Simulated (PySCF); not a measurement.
# How methods differ on the ionisation energy of I⁹⁺

I⁹⁺ [Kr] 4d8 (3F) → I¹⁰⁺ [Kr] 4d7 (4F), as a difference of total energies. Computed with PySCF 2.14 in an uncontracted even-tempered set (21 s from 0.28 bohr⁻², ratio 2.5; 15 p from 0.36 bohr⁻², ratio 2.5; 11 d from 0.36 bohr⁻², ratio 2.5; 4 f from 2.8 bohr⁻², ratio 2.7; 4 g from 4.2 bohr⁻², ratio 2.7), with the spin-free X2C one-electron Hamiltonian (Gaussian nucleus). Correlated levels: outer shells: [Ar] 3d10 frozen; virtual orbitals above 40 to 60 times the deepest correlated orbital energy dropped. The calculations carry no spin-orbit coupling.

```tsv
method	ionisation energy (eV)
UHF	196.63
LDA	198.57
PBE	198.31
PBE0	198.33
r2SCAN	198.52
MP2 (outer shells)	197.78
SCS-MP2 (outer shells)	197.69
```

Problem. How much does correlation contribute at MP2 (outer shells)?

Solution. 197.78 − (196.63) = 1.15 eV, measured against UHF.

A first-order spin-orbit estimate (lowest level to lowest level, LS coupling) adds -0.049 eV.

For comparison: 197 ± 2.2 eV (theoretical estimate listed by NIST; NIST Atomic Spectra Database, ionization energies).
